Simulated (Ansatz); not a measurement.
Ansatz results at the PBE0-D4/def2-TZVP geometry: HOMO energy (ωB97M-V/def2-TZVPP) -9.81 eV; HOMO–LUMO gap (B3LYP/def2-TZVPP) 5.71 eV; HOMO–LUMO gap (PBE0/def2-TZVPP) 6.16 eV.

Each molecule was computed in one conformer, which needn't be the lowest.

Question: Which molecule gave them?
A. `CB(F)C(N)F`
B. `C[SiH]1[SiH2]C1=O`
C. `OC(F)(Cl)Cl`
D. `BCN(B)C`

Answer: D. The others give `OC(F)(Cl)Cl`: -11.29, 7.77, 8.36; `C[SiH]1[SiH2]C1=O`: -7.59, 3.47, 3.84; `CB(F)C(N)F`: -10.45, 6.93, 7.46.

B3LYP here is the variant with VWN-RPA as its local correlation; programs differ in this.
